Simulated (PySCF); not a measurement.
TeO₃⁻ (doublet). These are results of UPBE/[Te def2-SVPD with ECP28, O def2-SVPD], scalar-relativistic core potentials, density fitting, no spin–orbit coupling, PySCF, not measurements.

Harmonic bands of its minimum:

```
ω (cm⁻¹)  IR (km/mol, summed over degenerate members)  degeneracy
     226                                         31.5           2
     232                                         41.1           1
     662                                          188           2
     673                                          6.4           1
```

Problem. The central atom is Te. Infer the point group and assign the bands.

Solution. C3v. The modes span 2e + 2a1: 226 e, 232 a1, 662 e, 673 a1. The computed geometry has Te–O 1.903 Å (×3); O–Te–O 112.2° (×3).

This need not be the most stable arrangement of these atoms. Spin–orbit coupling, left out here, can matter for elements this heavy.
